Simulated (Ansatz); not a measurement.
Ansatz (a program for electronic structure) input (PBE0/def2-QZVPP):
A basis named .json is the Basis Set Exchange file of that set.

Ansatz 0.2 input:
```yaml
crystal:
  periodic: [false, false, false]
  atoms:
    - {symbol: C, position_ang: [-1.18634963, -0.55694827, -1.59475300]}
    - {symbol: Si, position_ang: [0.08327344, -0.19009890, -0.22229287]}
    - {symbol: C, position_ang: [1.72585008, 0.17917329, -1.12521945]}
    - {symbol: P, position_ang: [0.07795032, -1.76938854, 1.25962988]}
    - {symbol: P, position_ang: [-0.50140573, 2.00505893, 0.36063433]}
    - {symbol: H, position_ang: [-1.19840172, 0.23073946, -2.35306589]}
    - {symbol: H, position_ang: [-2.19160815, -0.64621521, -1.17646991]}
    - {symbol: H, position_ang: [-0.94209445, -1.50518365, -2.08094793]}
    - {symbol: H, position_ang: [2.06641794, -0.72386387, -1.63834966]}
    - {symbol: H, position_ang: [2.49859971, 0.45950444, -0.40503832]}
    - {symbol: H, position_ang: [1.62728004, 0.98775716, -1.85729650]}
    - {symbol: H, position_ang: [1.16490865, -1.17802611, 1.97863299]}
    - {symbol: H, position_ang: [-1.53895534, 1.64928482, 1.26165873]}
    - {symbol: H, position_ang: [0.46285369, 2.11898182, 1.39884815]}
basis:
  gaussian:
    orbitals: def2-QZVPP.json
hamiltonian:
  xc: {name: PBE0}
total_charge: -1
```

End of the output:

```
integrals: 1.32 GiB planned
2049 factors; their error is unknown
0.84 GiB of the device are held for the grids
5.44 GiB of device memory are held for the factors and their scratch space
mean field: 7.29 GiB planned
mean field evaluation 1: about -28660.2329 eV, gradient 5.6e1 eV
mean field evaluation 2: about -28658.0253 eV, gradient 6.0e1 eV
mean field evaluation 4: about -28667.4783 eV, gradient 2.9e0 eV
mean field evaluation 8: about -28667.4993 eV, gradient 3.9e-2 eV
mean field evaluation 16: about -28667.5342 eV, gradient 1.5e-4 eV
mean field -28667.53420897 eV, -1053.5124506270 hartree, gradient 3.1e-5 eV, S^2 0.000000; 0 other end points of the search recorded, 0 dependent functions left out
reference -28667.53425209 eV, -1053.5124522116 hartree; 33, 33 occupied and 561, 561 virtual orbitals, 2049 factors
Total energy: -28667.53425209 eV, -1053.5124522116 hartree
```

It need not be the lowest isomer of its formula. Whether it binds its extra electron was not tested at this geometry.
